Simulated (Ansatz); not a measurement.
Basis-set extrapolation for `N[SiH]([O])F` radical (PBE0-D4/def2-TZVP geometry, frozen core, Ansatz 0.2.0). Multiplicity 2, UHF reference.

```json
{"": "HF", "def2-TZVPP": "-519.647510", "def2-QZVPP": "-519.668478"}
{"": "MP2 correlation", "def2-TZVPP": "-0.765179", "def2-QZVPP": "-0.832538"}
{"": "CCSD(T) correlation", "def2-TZVPP": "-0.821861", "def2-QZVPP": "-0.886281"}
```

Energies in hartree. Use E(X) = E(∞) + A·exp(−7.88·√X) for Hartree–Fock and E(X) = E(∞) + B·X^(−2.97) for correlation, with X = 3 and 4.

**Question.** What is the CCSD(T) energy at the basis-set limit?

**Answer.** HF limit: -519.668478 + (-0.020968) × 0.13774 = -519.67137. Correlation limit: -0.886281 + (-0.064420) × 0.74074 = -0.93400. Total: -520.60537 hartree, 85.3 kcal/mol below CCSD(T)/def2-TZVPP.
